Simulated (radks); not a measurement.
Spherical quantum dot in the effective-mass picture: electrons in a hard-walled sphere of radius 2.74, with a point charge +2 (a donor) at the centre, all in effective atomic units (hartree* = m*/eps^2 hartree, bohr* = eps/m* bohr), one dielectric constant everywhere. Method: non-relativistic Kohn-Sham, PBEsol, spin-polarised, spherical densities; computed with a radial shooting solver with Libxc functionals. Levels are named by radial order and angular momentum (1s, 1p, 1d, 2s, ...), and open shells are averaged over m. Results are scaled to m* = 0.061 and eps = 8.1, for which hartree* = 25.3 meV and bohr* = 7.027 nm.

N = 15, configuration 1s2 1p6 1d(up 5, down 0) 2s2. This is the lowest configuration that the search found. Occupied and some empty levels:

| level | occupation | eigenvalue (meV) | <r> (nm) |
|---|---|---|---|
| 1s up | 1 | 167.41 | 9.836 |
| 1s down | 1 | 169.52 | 9.469 |
| 1p up | 3 | 183.16 | 12.49 |
| 1p down | 3 | 186.26 | 12.42 |
| 2s up | 1 | 200.77 | 8.398 |
| 1d up | 5 | 201.23 | 13.25 |
| 2s down | 1 | 202.26 | 8.679 |
| 1d down | 0 | 204.54 | 13.23 |
| 1f up | 0 | 224.35 | 13.78 |
| 1f down | 0 | 227.75 | 13.77 |
| 2p up | 0 | 251.16 | 9.825 |
| 1g up | 0 | 252.28 | 14.19 |
| 2p down | 0 | 252.91 | 9.806 |
| 1g down | 0 | 255.72 | 14.19 |

Energy (meV): total 1411.17, kinetic 703.04, external -589.38, Hartree 1507.5, exchange-correlation -209.95.
